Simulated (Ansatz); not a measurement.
H₁₂O₆Ti, charge +3, doublet, geometry from GFN2-xTB (such geometries of metal compounds can be far from the true shape); Ansatz (a first-principles code) with PBE0/pc-1.

Ansatz was given this input:
Ansatz 0.2 input:
```yaml
crystal:
  periodic: [false, false, false]
  atoms:
    - {symbol: Ti, position_ang: [0.00000000, -0.00000000, 0.00000000]}
    - {symbol: O, position_ang: [-0.62795870, 1.69434690, -0.91677950]}
    - {symbol: H, position_ang: [-1.52378457, 2.08531234, -0.97029631]}
    - {symbol: H, position_ang: [-0.07297740, 2.32338839, -1.42299588]}
    - {symbol: O, position_ang: [1.55687199, 1.05393829, 0.75564005]}
    - {symbol: H, position_ang: [1.51375231, 1.93929188, 1.17306331]}
    - {symbol: H, position_ang: [2.50792783, 0.82637641, 0.79957606]}
    - {symbol: O, position_ang: [1.04511822, -0.45152455, -1.67615085]}
    - {symbol: H, position_ang: [1.96574695, -0.76859606, -1.77680075]}
    - {symbol: H, position_ang: [0.72000546, -0.39573026, -2.59872397]}
    - {symbol: O, position_ang: [-1.04511822, 0.45152455, 1.67615085]}
    - {symbol: H, position_ang: [-1.96574695, 0.76859606, 1.77680075]}
    - {symbol: H, position_ang: [-0.72000546, 0.39573026, 2.59872397]}
    - {symbol: O, position_ang: [-1.55687199, -1.05393829, -0.75564005]}
    - {symbol: H, position_ang: [-1.51375231, -1.93929188, -1.17306331]}
    - {symbol: H, position_ang: [-2.50792783, -0.82637641, -0.79957606]}
    - {symbol: O, position_ang: [0.62795870, -1.69434690, 0.91677950]}
    - {symbol: H, position_ang: [0.07297740, -2.32338839, 1.42299588]}
    - {symbol: H, position_ang: [1.52378457, -2.08531234, 0.97029631]}
basis:
  gaussian:
    orbitals: pc-1.json
hamiltonian:
  xc: pbe0
total_charge: 3
magnetization: {spin_polarized: true, initial_magnetization: 1}
```
The basis file holds pc-1 in the JSON format of the Basis Set Exchange.

It wrote (shortened):

```
Functional definition: PBE0
1795 factors; integrals over basis functions are off by at most 6.4e-4 eV
mean field evaluation 1: about -35493.1324 eV, gradient 1.3e2 eV
mean field evaluation 2: about -35422.8517 eV, gradient 1.9e2 eV
mean field evaluation 4: about -35544.8787 eV, gradient 6.9e0 eV
mean field evaluation 8: about -35545.3929 eV, gradient 7.0e-2 eV
mean field evaluation 16: about -35545.3930 eV, gradient 4.7e-3 eV
mean field evaluation 32: about -35544.9988 eV, gradient 4.8e0 eV
mean field -35545.39300888 eV, -1306.2690995438 hartree, gradient 9.9e-6 eV, S^2 0.751854; 3 other end points of the search recorded, 0 dependent functions left out
reference -35545.39304136 eV, -1306.2691007373 hartree; 40, 39 occupied and 135, 136 virtual orbitals, 1795 factors
Total energy: -35545.39304136 eV, -1306.2691007373 hartree
```
